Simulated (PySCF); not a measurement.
C3H2F3O (doublet state).
Z-matrix (Å and degrees, GFN2-xTB geometry), rows numbered from 1:
```
F 
C   1  1.3762
C   2  1.3042  1  122.28
O   3  1.3165  2  138.88  1   -12.19
C   4  1.3825  3  119.23  2   -36.55
F   5  1.3318  4  107.44  3  -179.01
F   5  1.3457  4  110.86  3   -62.07
H   2  1.0755  1  111.75  3   173.82
H   5  1.1052  4  113.17  3    59.90
```

The hyperfine couplings belong to this conformer and change with its torsions.

As a line formula: `C(O/[C]=C\F)(F)F` [radical].

Method: UKS B3LYP, pcH-1 on C F H O, non-relativistic, mean-field spin-orbit, GIAO (PySCF). The structure is a single GFN2-xTB conformer in the gas phase; no vibrational or solvent corrections. Couplings are sensitive to structure, and on GFN2-xTB geometries they can be far from those on DFT ones. No stability test was run, so a lower SCF solution isn't excluded.

What is the g tensor, term by term?

```
                    Δg (ppm)      1     2     3
relativistic mass correction   -215  -215  -215
            gauge correction     17    36     5
   orbital Zeeman/spin–orbit  -1236   253   829
                       total  -1434    74   619
```

So g = 2.00089, 2.00239, 2.00294 and g_iso = 2.00207; the tensor is rhombic: the two nearest values differ by 27 % of g3 − g1. 

Average each term over the three axes. Which is largest in size?

The mass correction -215, the orbital-Zeeman/spin–orbit term -51 and the gauge correction 19 ppm, for a total of -247 ppm. The mass correction is the largest in size. The mass correction is the same along every axis, so the anisotropy comes from the other two: their spans along these axes are 31 (gauge) and 2066 ppm (orbital Zeeman/spin–orbit).

What are the electron Larmor frequencies g μB B/h along the three axes at 3350 mT?

93.8163, 93.8871, 93.9126 GHz for g1, g2 and g3, a range of 96.3 MHz.

In a frozen sample, at which fields do the three g values resonate at 9.5, 34, 94 and 263 GHz (hyperfine left aside), and which band first spreads them over more than twice a line width of 0.5 mT?

```csv
band,GHz,B(g3) mT,B(g2) mT,B(g1) mT,spread mT
X,9.5,338.88,338.97,339.23,0.35
Q,34.0,1212.83,1213.16,1214.07,1.24
W,94.0,3353.12,3354.03,3356.56,3.44
J,263.0,9381.59,9384.15,9391.22,9.63
```

The spread grows in proportion to the frequency. Q band is the first where it exceeds 1.0 mT.

The Mulliken spin populations are largest on C3 (+0.89) and O4 (+0.07). No atom but C3 exceeds +0.15.

The HOMO–LUMO gaps are 7.16 eV among the α and 4.12 eV among the β orbitals.

On one thread, Arm Neoverse V2 (aarch64), shared host with 96 logical CPUs at a one-minute load of 80, this took 32 s of wall time (grids of density and orbitals included) and 0.68 GiB of memory at its peak.
